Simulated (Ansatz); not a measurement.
This geometry of C₂H₅FOSi (10 atoms, charge 0, multiplicity 1) is a first-order saddle point.

These are results of RKS r2SCAN-D4/def2-SVP in Ansatz, not measurements.

```xyz
10
Properties=species:S:1:pos:R:3
C -0.959 -0.476 0.599
C 0.513 -0.371 0.253
O 0.804 -0.590 -1.085
Si 1.087 1.334 -0.414
F -0.260 2.134 -0.890
H -1.573 0.189 -0.026
H -1.115 -0.207 1.656
H -1.311 -1.510 0.452
H 1.182 -0.905 0.952
H 1.715 0.352 -1.494
```

Question: Which two structures does it join? (They come from a converged band through this point; their orientation in space is the band's.)

Answer: Bonds broken: Si4–H10. Bonds formed: O3–H10.

First end point:

```xyz
10
Properties=species:S:1:pos:R:3
C -1.042 -0.524 0.746
C 0.376 -0.431 0.255
O 0.505 -0.646 -1.241
Si 0.991 0.888 -0.827
F 0.021 2.105 -1.265
H -1.706 0.184 0.226
H -1.084 -0.307 1.825
H -1.436 -1.542 0.586
H 1.079 -1.085 0.796
H 2.379 1.307 -1.098
```

Last end point:

```xyz
10
Properties=species:S:1:pos:R:3
C -0.908 -0.490 0.562
C 0.511 -0.076 0.309
O 0.824 -0.216 -1.165
Si 1.026 1.653 -0.374
F -0.481 2.139 -0.856
H -1.601 0.121 -0.034
H -1.140 -0.326 1.626
H -1.084 -1.556 0.334
H 1.253 -0.650 0.886
H 1.683 -0.650 -1.286
```

Question: How far does it lie above each of them?

Answer: 2.03 eV above the first and 1.03 eV above the second. This is the barrier of this one path; another mechanism may lie lower. The orbitals stay closed-shell, which can raise the energy where a bond breaks towards radicals; this wasn't checked here.

Time of the run: 88 s on 2 threads of Intel(R) Xeon(R) 6975P-C (Granite Rapids) (shared host), peak memory 0.18 GiB.
